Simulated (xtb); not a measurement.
dimethyl carbonate (C3H6O3), singlet, at a GFN2-xTB geometry. Base run: xtb with GFN0-xTB.

The xtb input:
```
$ xtb mol.xyz --gfn 0 --json

# file mol.xyz
12

C      2.32517331     0.09994214     0.05033470
O      1.10482066    -0.54437804     0.39359877
C     -0.00225252     0.06041020    -0.03827659
O     -0.04037348     1.07614926    -0.67209545
O     -1.06015611    -0.65053184     0.35332550
C     -2.32406787    -0.12639913    -0.03399431
H      2.33572923     1.12457047     0.42682949
H      3.11149818    -0.48764306     0.51637074
H      2.45383247     0.12126973    -1.03361495
H     -3.06483642    -0.80965771     0.37240314
H     -2.40104093    -0.07929089    -1.12196490
H     -2.46262854     0.87711717     0.37296294
```

Variants of this job, named by their change:

| change | ΔE vs base (kcal/mol) | HOMO-LUMO gap (eV) |
|---|---|---|
| base | 0.000 | 5.55 |
| acc = 1000 | 0.000 | 5.55 |
| etemp = 3000 | -0.001 | 5.55 |
| etemp = 10000 | ? | 5.55 |

**Question.** Some entries are withheld; supply them.

**Answer.** 
- etemp = 10000, ΔE vs base (kcal/mol): -6.76
